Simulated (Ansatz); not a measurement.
Isomers of Ag6Sb⁺ (singlet), relaxed with r2SCAN-D4/def2-SVP; total energies from Ansatz at RPA@PBE/def2-TZVP.

```tsv
isomer	description	energy (Eh)
A	point group Cs; 7 × Ag–Ag 2.65 to 2.91 Å; 4 × Ag–Sb 2.71 to 2.80 Å	-1119.99712
B	point group not assigned; 6 × Ag–Ag 2.66 to 2.87 Å; 4 × Ag–Sb 2.66 to 2.94 Å	-1119.98770
C	point group Cs; 4 × Ag–Sb 2.68 to 2.75 Å; 3 × Ag–Ag 2.60 to 2.71 Å	-1119.98990
```

In the def2 sets Ag, Sb take a core potential; there is no spin–orbit coupling. Correlated methods freeze 4 core orbitals; core or outer-core shells of Sb, Ag are correlated, in sets that lack core-valence functions.

The isomers come from a short search, and lower ones may exist.

**Question.** Work out the relative energies (1 Eh = 2625.5 kJ/mol) and the Boltzmann populations at 500 K from electronic energies alone (R = 8.314 J/mol/K).

**Answer.** ΔE: A 0.0, B 24.7, C 19.0 kJ/mol. RT = 4.16 kJ/mol. Factors exp(−ΔE/RT): A 1, B 0.00264, C 0.0104; sum 1.013. Populations: A 98.7 %, B 0.3 %, C 1.0 %. Zero-point energy, vibrational entropy and symmetry numbers are left out and can shift these; an error of 4 kJ/mol changes a ratio by a factor of 2.6. Over the other density-functional and correlated levels in def2 sets, the gap between A and C ranges from -5 to 36 kJ/mol.
